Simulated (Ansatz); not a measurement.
One change: `BC(O)CC` becomes `BC(F)CC`.

Ansatz, PBE0-D4/def2-TZVP geometries, multiplicity 1. Each molecule was computed in one conformer, which needn't be the lowest.

```
                                      property  `BC(O)CC`
            LUMO energy (PBE0/def2-TZVPP) / eV       0.22
            HOMO energy (PBE0/def2-TZVPP) / eV      -7.95
           HOMO–LUMO gap (PBE/def2-TZVPP) / eV       5.87
size of the dipole moment (PBE/def2-TZVPP) / D       2.59
         LUMO energy (ωB97M-V/def2-TZVPP) / eV       1.72
         HOMO energy (ωB97M-V/def2-TZVPP) / eV     -10.29
```

Question: What does the change do to each property? (Best estimate.)

Answer: The calculation gave: 
```
                                      property  `BC(F)CC`  shift
            LUMO energy (PBE0/def2-TZVPP) / eV      -1.71  -1.93
            HOMO energy (PBE0/def2-TZVPP) / eV      -8.56  -0.61
           HOMO–LUMO gap (PBE/def2-TZVPP) / eV       4.29  -1.58
size of the dipole moment (PBE/def2-TZVPP) / D       1.82  -0.77
         LUMO energy (ωB97M-V/def2-TZVPP) / eV       0.20  -1.52
         HOMO energy (ωB97M-V/def2-TZVPP) / eV     -10.93  -0.64
```

With PBE0 the HOMO falls by 0.61 eV and the LUMO falls by 1.93 eV, so the gap narrows by about 1.32 eV. PBE moves the HOMO by -0.42 eV and ωB97M-V by -0.64 eV. Dipoles are sizes alone; their direction can turn.
